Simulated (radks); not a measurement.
Problem. Cs II, 54 electrons, occupied as [Kr] 4d10 5s2 5p5.75 6s0.25 (fractional occupations, a model configuration). All-electron calculation, scalar-relativistic Kohn-Sham, revPBE, spin-polarised, spherical densities, finite nucleus; open shells are filled with parallel spins first (spin-orbit coupling, left out, can overturn this in heavy ions); Fermi nuclear charge, rms radius 4.8041 fm. Program: a radial shooting solver on a logarithmic mesh with Libxc functionals. Some entries of the table are withheld. Estimate them.

orbital  occ.  eigenvalue (eV)  r(max) (bohr)  <r^2> (bohr^2)
1s up       1        -35804.60        0.01678       0.0009250
1s down     1        -35804.59        0.01678       0.0009250
2s up       1        -5621.989        0.09488         0.01483
2s down     1        -5621.983        0.09488         0.01483
2p up       3        -5043.698        0.07619         0.01177
2p down     3        -5043.687        0.07619         0.01177
3s up       1        -1174.015         0.2725          0.1021
3s down     1        -1174.004         0.2725          0.1021
3p up       3        -987.9110         0.2666          0.1022
3p down     3        -987.8987         0.2666          0.1022
3d up       5        -714.8613         0.2204         0.08838
3d down     5        -714.8495         0.2204         0.08838
4s up       1        -226.8577         0.6427          0.5446
4s down     1        -226.8338         0.6427          0.5446
4p up       3        -167.3675         0.6730          0.6219
4p down     3        -167.3431         0.6731          0.6218
4d up       5         -80.7706         0.7207          0.8145
4d down     5         -80.7358         0.7208          0.8138
5s up       1         -33.0839            (1)           3.381
5s down     1         -32.8831            (2)           3.376
5p up       3         -19.7234            (3)           4.790
5p down  2.75         -19.5018            (4)           4.786
6s up    0.25          -6.1836          4.194           25.88
5d up       0          -5.0640          2.717           16.11
5d down     0          -4.8218          2.711           15.27
6p up       0          -4.0896          5.427             (5)

Solution. 
(1) 5s up r(max) (bohr): 1.544
(2) 5s down r(max) (bohr): 1.543
(3) 5p up r(max) (bohr): 1.774
(4) 5p down r(max) (bohr): 1.773
(5) 6p up <r^2> (bohr^2): 43.12
